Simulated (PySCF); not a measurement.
Gas-phase reaction: InF3 + 3 Cl = InCl3 + 3 F

Computed with PySCF and rigid-rotor harmonic-oscillator thermochemistry at 1 bar. † marks an energy on the PBE0/def2-TZVP geometry and frequencies; other levels use their own. MP2 freezes the core. Open shells (unrestricted): Cl (multiplicity 2), F (multiplicity 2); the rest are closed-shell singlets. Spin-orbit splitting is ignored; it lowers the true energy and changes the entropy of Cl, F. In: scalar-relativistic def2 core potential, no spin-orbit coupling. MP2 isn't extrapolated to the basis-set limit.

```
level               ΔH°(298 K), kJ
------------------  --------------
BLYP/def2-TZVP†                298
HF/def2-TZVP†                   37
M06-2X/def2-TZVP†              206
MP2/def2-SVP†           (withheld)
PBE/def2-TZVP†          (withheld)
PBE0/def2-SVP†                 173
PBE0/def2-TZVP          (withheld)
r2SCAN/def2-TZVP†       (withheld)
LDA/def2-TZVP†                 320
ωB97M-V/def2-TZVP†             208
```

Problem. Fill in the missing entries.

Solution. 
- MP2/def2-SVP†, ΔH°(298 K), kJ: 261
- PBE/def2-TZVP†, ΔH°(298 K), kJ: 263
- PBE0/def2-TZVP, ΔH°(298 K), kJ: 191
- r2SCAN/def2-TZVP†, ΔH°(298 K), kJ: 214
